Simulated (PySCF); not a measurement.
This PySCF input asks for the NMR shieldings of SMILES N#CC[C@@H]1OCC[SiH2]CO1, C6H11NO2Si; the geometry comes from GFN2-xTB.

```python
import basis_set_exchange as bse
import numpy as np
from pyscf import gto, dft
from pyscf.prop import nmr

atoms = """
N     3.712301    1.086084   -0.796254
C     3.136429    0.292243   -0.209012
C     2.375600   -0.698094    0.501052
C     0.872281   -0.535940    0.199279
O     0.395434    0.638340    0.808863
C    -0.147484    1.635238   -0.046451
C    -1.541131    1.222637   -0.506983
Si   -2.134922   -0.100766    0.738935
C    -1.150635   -1.715667    0.406142
O     0.236013   -1.649304    0.724372
H     2.520510   -0.579705    1.576765
H     2.692632   -1.698878    0.200995
H     0.713504   -0.478266   -0.896629
H    -0.196454    2.523375    0.586103
H     0.542571    1.834771   -0.875599
H    -1.509992    0.806044   -1.514954
H    -2.202551    2.084557   -0.545744
H    -3.526467   -0.433401    0.401435
H    -2.011152    0.332458    2.125800
H    -1.255472   -2.015589   -0.647678
H    -1.529935   -2.533194    1.017849
"""
names = dict.fromkeys(["N", "C", "O", "Si", "H"], "pcSseg-1")
basis = {el: gto.basis.parse(bse.get_basis(n, elements=[el], fmt="nwchem")) for el, n in names.items()}
mol = gto.M(atom=atoms, basis=basis, charge=0, verbose=0)
mf = dft.RKS(mol, xc="PBE0")
mf.grids.level = 2
mf.grids.alignment = dft.numint.BLKSIZE   # the property module wants whole blocks of grid points
mf.conv_tol = 1e-9
mf.kernel()

calc = nmr.RKS(mf)   # GIAO
C = mf.mo_coeff
Co = C[:, mf.mo_occ > 0]
resp = mf.gen_response(singlet=True, hermi=2)
def vind(x):   # induced exchange potential for any number of trial vectors
    d = np.einsum("pi,xij,qj->xpq", C, 2 * x.reshape(-1, C.shape[1], Co.shape[1]), Co, optimize=True)
    return np.einsum("xpq,pi,qj->xij", resp(d - d.transpose(0, 2, 1)), C, Co, optimize=True).ravel()
mo1, _ = nmr.rhf.solve_mo1(calc, with_cphf=vind)
sigma = calc.kernel(mo1)
for i, s in enumerate(sigma):   # ppm
    w = np.linalg.eigvalsh((s + s.T) / 2)
    print("%2d %-2s iso %8.1f  s11 %8.1f  s22 %8.1f  s33 %8.1f" % (i, mol.atom_pure_symbol(i), w.mean(), *w))
```

**Question.** What are the results?

**Answer.** 
```
 0 N  iso    -34.1  s11   -208.2  s22   -197.5  s33    303.4
 1 C  iso     64.8  s11    -49.7  s22    -46.9  s33    291.0
 2 C  iso    160.4  s11    142.7  s22    158.1  s33    180.4
 3 C  iso     79.1  s11     50.5  s22     86.8  s33    100.0
 4 O  iso    214.1  s11    200.0  s22    206.3  s33    236.0
 5 C  iso    117.3  s11     84.7  s22    100.2  s33    167.0
 6 C  iso    167.6  s11    135.5  s22    177.4  s33    190.0
 7 Si iso    394.2  s11    343.0  s22    409.1  s33    430.4
 8 C  iso    125.9  s11     95.8  s22    103.5  s33    178.4
 9 O  iso    245.5  s11    172.2  s22    277.8  s33    286.5
10 H  iso     29.1  s11     25.4  s22     28.7  s33     33.3
11 H  iso     29.3  s11     23.7  s22     29.0  s33     35.2
12 H  iso     27.3  s11     25.9  s22     26.0  s33     30.1
13 H  iso     27.5  s11     22.1  s22     27.2  s33     33.1
14 H  iso     27.4  s11     21.6  s22     28.6  s33     32.2
15 H  iso     30.0  s11     26.3  s22     28.2  s33     35.3
16 H  iso     30.2  s11     25.6  s22     27.5  s33     37.7
17 H  iso     27.7  s11     23.9  s22     25.4  s33     34.0
18 H  iso     27.2  s11     24.0  s22     24.9  s33     32.7
19 H  iso     28.3  s11     23.4  s22     27.3  s33     34.2
20 H  iso     27.6  s11     23.0  s22     26.6  s33     33.3
```

These numbers come from an equivalent density-fitted implementation of the same equations, which agrees with the script to about 0.01 ppm for H and up to a few tenths of a ppm for heavy atoms, so last digits may differ.

**Question.** Turn these shieldings into chemical shifts. Chemical shifts δ = σref − σ; 15N (σ = 267.73 ppm) vs NH3; TMS for 13C (σ = 186.93 ppm), 29Si (σ = 349.16 ppm), 1H (σ = 31.72 ppm); 17O (σ = 336.08 ppm) vs H2O, all at this level.

**Answer.** Averaging equivalent atoms: N 0: 301.8; C 1: 122.1; C 3: 107.8; C 5: 69.6; C 8: 61.0; C 2: 26.5; C 6: 19.3; O 4: 122.0; O 9: 90.6; Si 7: -45.0; H 18: 4.51; H 12: 4.39; H 14: 4.27; H 13: 4.26; H 20: 4.09; H 17: 3.98; H 19: 3.42; H 10: 2.58; H 11: 2.42; H 15: 1.75; H 16: 1.47 ppm. Experimental scales use liquid or dissolved standards, which lie at an offset from isolated NH3 (liquid NH3: subtract about 20 ppm) and H2O (liquid H2O: subtract about 36 ppm). Unscaled 15N shifts of sp2 nitrogen come out 20 to 40 ppm too high even then.

Size and cost of the density-fitted run: 232 basis functions, 62 s wall time on 1 thread of an Arm Neoverse V2, shared host; peak memory 1.1 GiB.
